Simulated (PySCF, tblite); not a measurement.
Isomers of C2H8PSi2 (doublet state), one GFN2-xTB conformer each. Single-point energies are computed at B3LYP/pcH-1 (PySCF, gas phase, no added dispersion term), electronic only. GFN2-xTB treats the open shell by occupation alone, and not every SCF solution was tested for stability.

Task: Rank them by B3LYP/pcH-1 energy, lowest first (kcal/mol).
A. `[CH2:1]=[CH:2][SiH2:3][SiH2:4][PH:5]` (doublet state) with C1–C2–Si3–Si4 -115°, C2–Si3–Si4–P5 -60°, Si3–Si4–P5–H 77°
B. `[CH2:1]=[CH:2][SiH:3][SiH2:4][PH2:5]` (doublet state) with C1–C2–Si3–Si4 159°, C2–Si3–Si4–P5 -171°, Si3–Si4–P5–H -48° and 45°
C. `[CH2:1]=[C:2][SiH2:3][SiH2:4][PH2:5]` (doublet state) with C1–C2–Si3–Si4 2°, C2–Si3–Si4–P5 -18°, Si3–Si4–P5–H -41° and 52°

Result: A (0.0), B (7.4), C (24.3).

GFN2-xTB itself gives, in the same order: 0.0, 2.7, 22.3. Both levels put the same isomer lowest; measured from each level's own lowest isomer, the values differ by up to 4.7 kcal/mol (C=C[SiH][SiH2]P: 2.7 against 7.4).

Task: What happens when harmonic zero-point energies from GFN2-xTB frequencies are added?

Result: 
| SMILES | ZPE (kcal/mol) | electronic (kcal/mol) | with ZPE (kcal/mol) |
| --- | --- | --- | --- |
| C=C[SiH2][SiH2][PH] | 51.1 | 0.0 | 0.0 |
| C=C[SiH][SiH2]P | 51.8 | 7.4 | 8.0 |
| C=[C][SiH2][SiH2]P | 48.6 | 24.3 | 21.8 |

The zero-point energies span 3.2 kcal/mol. The order is unchanged.
